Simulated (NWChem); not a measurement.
Species: SbBr2F; SMILES [F][Sb]([Br])[Br]

This build's default masses of Se (78.918 u) and Br (79.917 u) are each other's, which moves their modes by up to 0.6 %. def2 effective core potentials on Sb; no spin-orbit coupling.

### Question
Give the equilibrium geometry at PBE0/def2-SVP with def2 effective core potentials on Sb (NWChem) as a list of bonds and angles, with the point group.

### Answer
point group Cs; any orientation.
Bonded distances (Å): Sb1–F2 1.931, Sb1–Br3 2.511, Sb1–Br4 2.511. Bond angles (°): F2–Sb1–Br3 96.8, F2–Sb1–Br4 96.8, Br3–Sb1–Br4 99.0.
